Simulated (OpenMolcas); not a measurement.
W4+: moving the ligands

W4+ with 6 ligands (fluoride) in trigonal antiprismatic coordination (D3d) at 1.97 Å, a polar angle of 58.0° against the regular 54.74°. A charge of +0.333 e stands 2.4 Å behind each ligand. Ligand basis ANO-RCC-VDZP.
```
W     0.0000    0.0000    0.0000
F     0.0000    1.6710    1.0434
F    -1.4471   -0.8355    1.0434
F     1.4471   -0.8355    1.0434
F     0.0000   -1.6710   -1.0434
F     1.4471    0.8355   -1.0434
F    -1.4471    0.8355   -1.0434
```

```json
{
  "Program": "OpenMolcas 26.06",
  "Method": "SS-CASPT2, IPEA 0.25 Eh, imaginary shift 0.1 Eh (the lowest 17 gerade and 15 ungerade orbitals frozen, chosen by energy and not by shell, so the metal 5p can be frozen and 4f correlated)",
  "Basis": "ANO-RCC-VTZP [8s7p5d3f2g1h]",
  "Scalar Hamiltonian": "DKH2, point nucleus",
  "Active space": "2 electrons in 5 orbitals (5d)",
  "State averaging": "2S+1 = 3 even, 10 roots; 2S+1 = 1 even, 15 roots",
  "Spin-orbit coupling": "state interaction with AMFI integrals over the reference wave functions"
}
```

Runs around this geometry, states (labels of D3, the rotations of D3d). Energies in cm-1 above the lowest state or level, χT in cm3 K/mol.

| R (Å) | Polar angle / regular | Ground state | First state of that spin | First gap with spin-orbit (degeneracies) | χT at 300 K | First state of another spin |
| --- | --- | --- | --- | --- | --- | --- |
| 1.9 | 1.06 | 3E | 3A2 1420 | 220 (2, 2) | 0.188 | 1E 7020 |
| 1.97 | 1.06 | 3E | 3A2 1200 | 220 (2, 2) | 0.154 | 1E 7170 |
| 2.08 | 1.06 | 3E | 3A2 890 | 290 (2, 2) | 0.109 | 1E 7310 |
| 1.97 | 1.113 | 3E | 3A2 2280 | 100 (2, 1) | 0.202 | 1E 6720 |

Taking the first state of the same spin as R^-n, n = -ln(890 / 1420) / ln(2.08 / 1.9) = 5.2 between the shortest and longest distance.

Roots that are degenerate in the reference are averaged as groups; the widest CASPT2 spread within a group is 99 cm-1 (the 2-fold group of multiplicity 3 near 32500 cm-1 above the lowest state of its run, R = 1.97, ratio = 1.06). Shifts and gaps below about the spread of the groups concerned are not significant. Over all roots computed the reference weight is 0.70 to 0.72 in R = 1.9 in ratio = 1.06, 0.70 to 0.71 in R = 1.97 in ratio = 1.06, 0.70 to 0.71 in R = 2.08 in ratio = 1.06, 0.70 to 0.71 in R = 1.97 in ratio = 1.113; a low but even weight reflects the number of correlated electrons. An orbital doublet at a regular site is open to a Jahn-Teller distortion, which this geometry leaves out. Ligand-to-metal charge-transfer states are missing. With no ligand orbital active B as a rule stays too high, so bands that hang on it stand too high and its fall with covalency is understated. With one d shell and no ligand orbital active, 10Dq can be off by a tenth or more. The least metal-like active orbital is 75 % on the metal (Löwdin) and no ligand orbital is active, so the numbers are rough (holds for R = 1.9, ratio = 1.06). The least metal-like active orbital is 77 % on the metal (Löwdin) and no ligand orbital is active, so the numbers are rough (holds for R = 1.97, ratio = 1.06; R = 1.97, ratio = 1.113). Spin-orbit coupling mixes the spin-free states strongly: the lowest level takes only 69 % from its leading state, 3E (holds for R = 2.08, ratio = 1.06). The least metal-like active orbital is 80 % on the metal (Löwdin) and no ligand orbital is active, so the numbers are rough (holds for R = 2.08, ratio = 1.06). No measured value stands beside these numbers; the geometry was imposed, not optimised, and the real ion may take another.
